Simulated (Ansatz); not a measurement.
The same molecule with X = F, Cl, Br. Ansatz, PBE0-D4/def2-TZVP geometries, multiplicity 1.

Scalar relativity is left out up to krypton.

| X | molecule | mean X–Si bond length / Å | HOMO–LUMO gap (PBE0/def2-TZVPP) / eV | HOMO energy (B3LYP/def2-TZVPP) / eV | size of the dipole moment (PBE/def2-TZVPP) / D |
| --- | --- | --- | --- | --- | --- |
| Cl | `B[SiH2]Cl` | 2.064 | 5.55 | -8.10 | 1.43 |
| Br | `B[SiH2]Br` | 2.231 | 5.24 | -7.81 | 1.53 |

(1) Give the row for X = F, `B[SiH2]F`. (Estimate.)

Answers

(1) The calculation gave: 
| X | molecule | mean X–Si bond length / Å | HOMO–LUMO gap (PBE0/def2-TZVPP) / eV | HOMO energy (B3LYP/def2-TZVPP) / eV | size of the dipole moment (PBE/def2-TZVPP) / D |
| --- | --- | --- | --- | --- | --- |
| F | `B[SiH2]F` | 1.607 | 5.82 | -8.34 | 1.30 |

From F to Br the mean X–Si bond length rises at each step, by 0.624 Å in all; the HOMO–LUMO gap (PBE0/def2-TZVPP) falls at each step, by 0.58 eV in all; the HOMO energy (B3LYP/def2-TZVPP) rises at each step, by 0.53 eV in all. Bonds lengthen as the atom grows down the group. Dipoles are sizes alone, and their direction can turn along the series.

B3LYP here is the variant with VWN-RPA as its local correlation; programs differ in this.

Spin–orbit coupling is left out; it splits and shifts lone-pair levels of the heavy atoms by tenths of an eV.
